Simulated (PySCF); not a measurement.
HBFIO (SMILES OB(F)I), singlet, geometry from GFN2-xTB (core potentials on I). Base run: DF-R2SCAN/def2-SV(P) run with PySCF.

The PySCF input:
```python
from pyscf import gto, scf, dft

mol = gto.M(
    atom='''
B     0.076664   -1.122590    0.653686
F    -0.984849   -1.916422    0.701018
I    -0.045774    0.692687   -0.402784
O     1.204536   -1.447417    1.254019
H     1.270080   -2.272346    1.737802
''',
    basis='def2-sv(p)',
    ecp={'I': 'def2-sv(p)'},
    charge=0,
    spin=0,
    verbose=4,
    max_memory=1800,
)

mf = dft.RKS(mol)
mf.xc = 'r2scan'
mf = mf.density_fit(auxbasis='def2-universal-jkfit')
mf.kernel()
```

All variants below ran on the same shared machine, one core each. Differences are taken from the largest basis of the def2 family in the series, which isn't the basis-set limit (def2-QZVPP: -6.855 eV). The cheapest run took roughly 11 core-seconds.

```
setting     basis functions  cost, times the cheapest (rough)  difference in HOMO energy (eV)
----------  ---------------  --------------------------------  ------------------------------
def2-SVP                 73                                 1                           0.157
def2-SV(P)               70                                 1                           0.161
def2-TZVPP              157                                 3                           0.018
def2-TZVP               149                                 3                           0.020
def2-QZVPP              283                                 7                       reference
```

Times come from a shared machine, hold the start-up and are rough.
